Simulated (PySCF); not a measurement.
Bond curve of SiRh

Set-up: Si def2-TZVPP, Rh def2-TZVPP with ECP28; scalar-relativistic core potentials (PySCF 2.14). Energies in eV from Si + Rh (4d8 5s1) in their ground configurations at the same level. State: ²Σ⁺ (doublet), unpaired electrons σ ↑.

All columns are PBE0. A positive dipole means Si(−)Rh(+).

| R (Å) | E (eV) | μ (D) | Mulliken charge on Si (basis-dependent) | HOMO (eV) | LUMO (eV) | Mayer bond order | ⟨S²⟩ |
| --- | --- | --- | --- | --- | --- | --- | --- |
| 1.742 | -2.118 | 0.26 | 0.07 | -4.82 | -2.51 | 2.91 | 0.76 |
| 1.823 | -2.970 | 0.40 | 0.07 | -4.89 | -2.56 | 2.85 | 0.76 |
| 1.904 | -3.438 | 0.50 | 0.08 | -4.95 | -2.59 | 2.79 | 0.76 |
| 1.965 | -3.603 | 0.56 | 0.09 | -4.99 | -2.61 | 2.75 | 0.76 |
| 2.026 | -3.648 | 0.60 | 0.10 | -5.03 | -2.61 | 2.70 | 0.76 |
| 2.087 | -3.602 | 0.62 | 0.11 | -5.06 | -2.61 | 2.65 | 0.76 |
| 2.168 | -3.436 | 0.64 | 0.11 | -5.10 | -2.60 | 2.59 | 0.77 |
| 2.269 | -3.117 | 0.61 | 0.12 | -5.12 | -2.54 | 2.53 | 0.75 |
| 2.391 | -2.648 | 0.58 | 0.11 | -5.15 | -2.65 | 2.42 | 0.76 |
| 2.553 | -1.976 | 0.50 | 0.10 | -5.15 | -2.85 | 2.26 | 0.77 |

A fit through these points gives, at Re = 2.023 Å, μ = 0.60 D and dμ/dR = 0.521 D/Å; the reduced mass is 22.0 u.

**Question.** How strong is the fundamental in the double-harmonic approximation, I = 42.26·(dμ/dR)²/μred km/mol?

**Answer.** I = 42.26·(0.521)²/22.0 = 0.521 km/mol at PBE0.

The metal atom is held in its measured ground configuration; semilocal functionals can put another filling of s and d lower by some tenths of an eV, and De to that atom would be smaller. Spin–orbit coupling is left out, which matters for elements this heavy, above all for dissociation energies. With d or f electrons several states lie close, and the lowest PBE0 determinant need not be the measured ground state.
